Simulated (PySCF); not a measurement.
C5H4F2O, SMILES C=C=CO/C(F)=C\F.

Geometry: B3LYP-D3(BJ)/def2-SVP. The structure was generated by enumeration; whether it is a known compound was not checked. One conformer was computed; it need not be the lowest.

Two levels are set side by side: PBE/def2-TZVP (PySCF) and ωB97X/def2-TZVP (PySCF). Same geometry, gas phase. Differences are taken from unrounded values.

```
quantity                     ωB97X    PBE  PBE minus ωB97X
---------------------------  -----  -----  ---------------
orbital gap (eV)             10.96   4.09            -6.87
highest occupied level (eV)  -9.41  -5.78             3.63
lowest empty level (eV)       1.55  -1.69            -3.24
dipole moment (D)             1.57   1.39            -0.18
```

Without exact exchange PBE keeps part of each electron's self-repulsion, which lifts occupied levels and narrows the gap. Differences between two approximate levels are no errors against the true value.

Rough cost on one machine, each run with all the roots and properties that it gave: ωB97X against PBE within a factor of 2.
